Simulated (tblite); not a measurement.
A tight-binding relaxation on `C#[C][Ge]1([CH2]C[CH2]1)[S]C`.

Computed with GFN2-xTB geometry optimisation, gas phase (tblite 0.8.0). Start geometry: from a force field or distance geometry. A driver script takes a list of jobs; this job's settings line and coordinates (Å) are shown.

Command:
```bash
OMP_NUM_THREADS=1 python probes_run.py task.json out
```

Input:
```
{"job": {"kind": "relax", "xc": "GFN2-xTB", "basis": "xTB"}, "charge": 0, "multiplicity": 1}
C     -1.348600     3.286700    -0.299900
C     -0.827500     2.216600    -0.458400
Ge     0.016200     0.531300    -0.659200
S      2.132300     0.573900    -1.174800
C      3.177600    -0.340600     0.011400
C     -1.099100    -0.813100    -1.485800
C     -1.902600    -0.849500    -0.203500
C     -0.568200    -0.840300     0.567800
H     -1.828100     4.225000    -0.158300
H      4.017000    -0.756400    -0.583000
H      3.598600     0.320000     0.763600
H      2.628200    -1.215300     0.459600
H     -1.634800    -0.478200    -2.379900
H     -0.551800    -1.783100    -1.668700
H     -2.535600     0.038300    -0.002400
H     -2.477600    -1.793800    -0.064100
H     -0.039600    -1.799500     0.459400
H     -0.765100    -0.515700     1.599800
```

Output:
```
step      E/eV     max force
  0    -625.31527    3.405
  1    -625.66970    1.556
  2    -625.87425    2.476
  3    -625.95223    4.762
  4    -626.11779    0.566
  5    -626.15507    0.565
  6    -626.19046    0.605
  7    -626.21908    0.441
  8    -626.24372    0.367
  9    -626.26141    0.321
... (143 lines left out)
153    -626.47454    0.063
154    -626.47508    0.069
155    -626.47543    0.074
156    -626.47582    0.036
157    -626.47604    0.028
158    -626.47615    0.027
159    -626.47629    0.022
160    -626.47637    0.018
161    -626.47643    0.015
162    -626.47646    0.009
```

«max force» is the largest atomic force in eV/Å.

**Question.** From which step on does the largest force stay under 0.1 eV/Å, and how much energy is left to gain from there?

**Answer.** From step 147 (0.076 eV/Å), 6.8 meV above the end.

Summary of the converged run: energy lowered by 26.8 kcal/mol over 162 steps; largest atomic force 0.009 eV/Å at the end.

**Question.** Give the final coordinates.

**Answer.** 0.753 Å rms from the input after alignment:
```
atom  x, y, z in Å
C1    -1.2978    3.5061   -0.5209
C2    -0.7534    2.4357   -0.4512
Ge3    0.0865    0.7141   -0.3601
S4     2.2965    1.0826   -0.5324
C5     2.8892   -0.6379   -0.3799
C6    -0.8746   -0.7274   -1.4008
C7    -1.6159   -1.1155   -0.1130
C8    -0.7118   -0.5563    0.9955
H9    -1.7704    4.4456   -0.5813
H10    3.9665   -0.5965   -0.4988
H11    2.6425   -1.0308    0.6017
H12    2.4569   -1.2531   -1.1629
H13   -1.5205   -0.4632   -2.2332
H14   -0.2021   -1.5189   -1.7289
H15   -2.5828   -0.6136   -0.0821
H16   -1.7871   -2.1891   -0.0255
H17    0.0114   -1.2985    1.3327
H18   -1.2419   -0.1766    1.8645
```

Time: 1.5 s. Hardware: Arm Neoverse V1, one thread, on a shared host.
Labels such as C1 count atoms from 1, the log's own numbers from 0.
